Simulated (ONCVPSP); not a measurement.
carbon: one change to an ONCV potential, before and after

```json
{"Element": "carbon (C)", "Generator": "ONCVPSP 4.0.1", "Type": "optimised norm-conserving Vanderbilt (ONCV)", "Functional": "PBE", "Relativity": "scalar-relativistic", "Frozen core": "[He]", "Valence charge": "4", "Reference configuration": "2s1.5 2p2.5", "Partial waves": "2s: rc 1.05 bohr, ncon 4, nbas 7, qcut 6.8 1/bohr, 2 projectors, debl 3.3 Ha; 2p: rc 2.50 bohr, ncon 4, nbas 7, qcut 5.1 1/bohr, 2 projectors, debl 1.2 Ha; d scattering state at 0.09 Ha: rc 2.05 bohr, ncon 4, nbas 9, qcut 5.3 1/bohr, 2 projectors, debl 0.9 Ha", "Local potential": "polynomial inside 0.90 bohr (lpopt 5, dvloc0 0 Ha)", "Core correction": "Teter function, fcfact 5.75, rcfact 1.65"}
```

All-electron outer shells of the reference configuration (PBE, scalar-relativistic, ld1.x):

| shell | level (eV) | outermost node (bohr) | outermost maximum (bohr) |
| --- | --- | --- | --- |
| 1s | -273.88 | – | 0.17 |
| 2s | -13.98 | 0.38 | 1.22 |
| 2p | -5.51 | – | 1.20 |

Change: p: debl 3.4.

Cutoffs: the cutoffs (Ha) at which the residual kinetic energy of the hardest occupied pseudo-wave falls to 1 and 0.1 mHa per electron; they do not see the model core or the augmentation charge, which bear on the density cutoff. Errors are all-electron minus pseudo energies relative to the spin-unpolarised reference configuration.

**Question.** Predict the effect on cutoff, ghosts and configuration errors.

**Answer.** The potential gets neither clearly harder nor softer (20 Ha and 39 Ha → 20 Ha and 39 Ha); the errors of the 4 common tests hardly move; the range in which the p phases agree narrows (upper end 3.7 → 0.6); neither file shows a bound ghost.

```csv
quantity,base,changed
"cutoff, loose",20 Ha,20 Ha
"cutoff, tight",39 Ha,39 Ha
bound ghosts,none,none
GHOST(+) flags under 300 eV,none,none
"error for 2s2 2p2, meV [ΔE -4.24 eV]",-4.7,-4.8
"error for 2s2 2p1, meV [ΔE 6.63 eV]",+143,+141
"error for 2s2 2p0, meV [ΔE 30.78 eV]",+882,+882
"error for 2s1 2p0, meV [ΔE 78.98 eV]",+1728,+1728
s: phases at 1.06 bohr within 0.05 rad from the reference energy up to (Ha; the scan ends near 5),to the end of the scan,to the end of the scan
p: phases at 2.53 bohr within 0.05 rad from the reference energy up to (Ha; the scan ends near 5),3.7,0.6
d: phases at 2.08 bohr within 0.05 rad from the reference energy up to (Ha; the scan ends near 5),3.6,3.6
"rms error of d²Exc/dni dnj with the model core, mHa",1.60,1.60
```
